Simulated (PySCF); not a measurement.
**ECD: SMILES C=C[C@@H]1[SiH2]C[Si@H]1Cl, C4H9ClSi2**

Molfile (atoms numbered from 1):
```
C4H9ClSi2
     RDKit          3D

 16 16  0  0  0  0  0  0  0  0999 V2000
    2.6306   -0.5999   -0.8821 C   0  0  0  0  0  0  0  0  0  0  0  0
    1.4232   -0.0599   -0.8501 C   0  0  0  0  0  0  0  0  0  0  0  0
    0.3968   -0.3408    0.1764 C   0  0  2  0  0  0  0  0  0  0  0  0
   -1.3179   -0.9342   -0.5081 Si  0  0  0  0  0  4  0  0  0  0  0  0
   -2.1066    0.6194    0.3014 C   0  0  0  0  0  0  0  0  0  0  0  0
   -0.4219    1.1978    1.0052 Si  0  0  1  0  0  4  0  0  0  0  0  0
   -0.3466    1.1280    3.0245 Cl  0  0  0  0  0  0  0  0  0  0  0  0
    2.9554   -1.2998   -0.1291 H   0  0  0  0  0  0  0  0  0  0  0  0
    3.3426   -0.3690   -1.6560 H   0  0  0  0  0  0  0  0  0  0  0  0
    1.1293    0.6400   -1.6231 H   0  0  0  0  0  0  0  0  0  0  0  0
    0.8161   -1.0386    0.9044 H   0  0  0  0  0  0  0  0  0  0  0  0
   -1.3908   -0.9444   -1.9682 H   0  0  0  0  0  0  0  0  0  0  0  0
   -1.7608   -2.2135    0.0440 H   0  0  0  0  0  0  0  0  0  0  0  0
   -2.8655    0.4075    1.0499 H   0  0  0  0  0  0  0  0  0  0  0  0
   -2.5572    1.3098   -0.4059 H   0  0  0  0  0  0  0  0  0  0  0  0
    0.0659    2.5066    0.5828 H   0  0  0  0  0  0  0  0  0  0  0  0
  1  2  2  0
  2  3  1  0
  3  4  1  0
  4  5  1  0
  5  6  1  0
  6  7  1  0
  6  3  1  0
  1  8  1  0
  1  9  1  0
  2 10  1  0
  3 11  1  1
  4 12  1  0
  4 13  1  0
  5 14  1  0
  5 15  1  0
  6 16  1  6
M  END
```

Method used: TDDFT PBE0/aug-cc-pVDZ circular dichroism and optical rotation, one conformer, gas phase (PySCF 2.14.0). Geometry: GFN2-xTB.

The molecule is flexible and this is one conformer; a measurement averages over conformers. States above about 6.8 eV lie in this functional's continuum (it starts at minus the energy of the highest occupied orbital, well below the true ionisation energy for most functionals) and depend on the basis.

(1) What are the CIP labels of the stereocentres?

(2) Which excitations and rotatory strengths does the calculation give?

Results:

(1) C3 R, Si6 R.

(2) Rotatory strengths R in 10⁻⁴⁰ esu² cm², velocity form and length form (origin at the centre of mass); f in length form.
| state | E (eV) | λ (nm) | f | R (velocity) | R (length) | main |
| --- | --- | --- | --- | --- | --- | --- |
| 1 | 5.36 | 231 | 0.015 | -19.0 | -19.4 | HOMO→LUMO 0.91 |
| 2 | 5.59 | 222 | 0.016 | +11.4 | +11.2 | HOMO→LUMO+1 0.83, HOMO→LUMO+3 0.10 |
| 3 | 5.91 | 210 | 0.021 | -0.3 | -0.1 | HOMO→LUMO+2 0.63, HOMO→LUMO+3 0.23 |
| 4 | 6.10 | 203 | 0.155 | +41.8 | +42.2 | HOMO→LUMO+4 0.32, HOMO→LUMO+3 0.30 |
| 5 | 6.30 | 197 | 0.246 | -24.4 | -24.6 | HOMO→LUMO+4 0.54, HOMO→LUMO+3 0.23 |
| 6 | 6.39 | 194 | 0.023 | +24.2 | +24.0 | HOMO→LUMO+6 0.46, HOMO→LUMO+5 0.42 |
| 7 | 6.45 | 192 | 0.014 | -2.9 | -3.0 | HOMO→LUMO+6 0.44, HOMO→LUMO+5 0.41 |
| 8 | 6.59 | 188 | 0.052 | -60.1 | -59.7 | HOMO−1→LUMO 0.83 |
| 9 | 6.73 | 184 | 0.003 | -15.4 | -16.1 | HOMO−1→LUMO+1 0.75, HOMO−1→LUMO+3 0.09 |
| 10 | 6.79 | 183 | 0.025 | +18.6 | +18.9 | HOMO→LUMO+7 0.90 |
| 11 | 6.81 | 182 | 0.005 | -0.6 | -0.1 | HOMO−2→LUMO 0.84 |
| 12 | 6.89 | 180 | 0.018 | -19.7 | -19.3 | HOMO→LUMO+8 0.74 |

Among the states computed, the strongest CD band (largest |R|) is state 8. The largest dissymmetry factor in size, g = 4R/(D+G), with D and G the electric and magnetic dipole strengths, is -0.064 for state 9 (velocity form, f = 0.002), among bands with |R| over 0.5. The mirror image has the same energies and oscillator strengths and all R with the opposite sign.
